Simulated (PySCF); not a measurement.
A PySCF script (with the pyscf-properties extension) for the NMR shieldings of `CC(C)(C)[SiH]1OCCO1`, C6H14O2Si, on a GFN2-xTB geometry:

```python
import basis_set_exchange as bse
import numpy as np
from pyscf import gto, dft
from pyscf.prop import nmr

atoms = """
C    -1.953302    1.291214   -0.019577
C    -1.191947   -0.031382    0.056388
C    -1.939019   -0.979173    0.992265
C    -1.125898   -0.654211   -1.341233
Si    0.543815    0.288820    0.755935
O     1.421162    1.273505   -0.222150
C     2.735606    0.814841   -0.317352
C     2.737553   -0.694594   -0.002125
O     1.567181   -0.994863    0.700529
H    -1.436726    1.992087   -0.669727
H    -2.035066    1.741243    0.966691
H    -2.958689    1.131391   -0.408133
H    -1.412816   -1.926165    1.079777
H    -2.942977   -1.173961    0.615824
H    -2.024603   -0.546359    1.986006
H    -0.603538   -1.608520   -1.310931
H    -0.603765    0.006612   -2.030285
H    -2.131441   -0.825745   -1.725768
H     0.538084    0.803201    2.127841
H     3.108083    1.022020   -1.322446
H     3.352171    1.351170    0.411015
H     3.600436   -0.967115    0.610069
H     2.750942   -1.287030   -0.922534
"""
names = dict.fromkeys(["C", "Si", "O", "H"], "pcSseg-1")
basis = {el: gto.basis.parse(bse.get_basis(n, elements=[el], fmt="nwchem")) for el, n in names.items()}
mol = gto.M(atom=atoms, basis=basis, charge=0, verbose=0)
mf = dft.RKS(mol, xc="PBE0")
mf.grids.level = 2
mf.grids.alignment = dft.numint.BLKSIZE   # the property module wants whole blocks of grid points
mf.conv_tol = 1e-9
mf.kernel()

calc = nmr.RKS(mf)   # GIAO
C = mf.mo_coeff
Co = C[:, mf.mo_occ > 0]
resp = mf.gen_response(singlet=True, hermi=2)
def vind(x):   # induced exchange potential for any number of trial vectors
    d = np.einsum("pi,xij,qj->xpq", C, 2 * x.reshape(-1, C.shape[1], Co.shape[1]), Co, optimize=True)
    return np.einsum("xpq,pi,qj->xij", resp(d - d.transpose(0, 2, 1)), C, Co, optimize=True).ravel()
mo1, _ = nmr.rhf.solve_mo1(calc, with_cphf=vind)
sigma = calc.kernel(mo1)
for i, s in enumerate(sigma):   # ppm
    w = np.linalg.eigvalsh((s + s.T) / 2)
    print("%2d %-2s iso %8.1f  s11 %8.1f  s22 %8.1f  s33 %8.1f" % (i, mol.atom_pure_symbol(i), w.mean(), *w))
```

Q: What are the results?

A: 
```
 0 C  iso    161.5  s11    146.5  s22    150.1  s33    187.8
 1 C  iso    164.5  s11    160.5  s22    163.8  s33    169.2
 2 C  iso    161.2  s11    147.1  s22    148.8  s33    187.6
 3 C  iso    161.5  s11    146.2  s22    150.5  s33    187.8
 4 Si iso    339.6  s11    301.1  s22    344.2  s33    373.4
 5 O  iso    299.7  s11    252.9  s22    287.4  s33    358.9
 6 C  iso    121.3  s11     87.3  s22    111.7  s33    164.8
 7 C  iso    120.8  s11     89.8  s22    108.8  s33    163.7
 8 O  iso    303.9  s11    248.2  s22    298.8  s33    364.6
 9 H  iso     30.5  s11     25.5  s22     29.3  s33     36.8
10 H  iso     30.7  s11     26.8  s22     28.1  s33     37.4
11 H  iso     31.0  s11     27.4  s22     28.4  s33     37.2
12 H  iso     30.6  s11     25.6  s22     29.1  s33     37.0
13 H  iso     31.0  s11     27.4  s22     28.4  s33     37.1
14 H  iso     30.7  s11     26.7  s22     28.0  s33     37.4
15 H  iso     30.6  s11     26.0  s22     29.2  s33     36.5
16 H  iso     30.6  s11     26.0  s22     29.4  s33     36.3
17 H  iso     31.1  s11     27.3  s22     28.7  s33     37.3
18 H  iso     26.9  s11     22.9  s22     24.7  s33     33.1
19 H  iso     27.4  s11     23.3  s22     25.4  s33     33.6
20 H  iso     27.6  s11     22.3  s22     25.6  s33     34.9
21 H  iso     27.5  s11     23.2  s22     25.4  s33     34.0
22 H  iso     27.5  s11     22.8  s22     25.5  s33     34.2
```

These numbers come from an equivalent density-fitted implementation of the same equations, which agrees with the script to about 0.01 ppm for H and up to a few tenths of a ppm for heavy atoms, so last digits may differ.

Q: Turn these shieldings into chemical shifts. Shifts are taken against calculated references (same method and geometry level): TMS for 13C (186.93 ppm) and 29Si (349.16 ppm) and 1H (31.72 ppm); H2O for 17O (336.08 ppm).

A: Averaging equivalent atoms: C 6/7: 65.9; C 0/2/3: 25.6; C 1: 22.4; Si 4: 9.6; O 5/8: 34.3; H 18: 4.80; H 19/22: 4.23; H 20/21: 4.17; H 9/10/11/12/13/14/15/16/17: 0.96 ppm. Experimental scales use liquid or dissolved standards, which lie at an offset from isolated H2O (liquid H2O: subtract about 36 ppm).

Size and cost of the density-fitted run: 230 basis functions, 37 s wall time on 1 thread of an Arm Neoverse V2, shared host; peak memory 1.1 GiB.
